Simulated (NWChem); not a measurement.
System: GaF, singlet; SMILES [F][Ga]

```xyz
2

Ga     0.0000     0.0000    -0.3983
F      0.0000     0.0000     1.3878
```
Atoms are numbered in this order, from 1.

Results from NWChem. Low-valent species are run as closed-shell singlets; no triplet was tried in these runs. Coordinates come from a B3LYP/6-31G* (spherical d) optimisation. Ions are spin-unrestricted doublets at the neutral geometry; other ion states weren't tried.

For level PBE/aug-pcseg-1:

* **vertical ionisation energy, ΔSCF (eV)**: 10.50
* **−ε(HOMO) (eV)**: 6.83

Problem. How do the values read with level PBE/3-21G instead?

Solution. 
* **vertical ionisation energy, ΔSCF (eV)**: 9.70
* **−ε(HOMO) (eV)**: 6.04
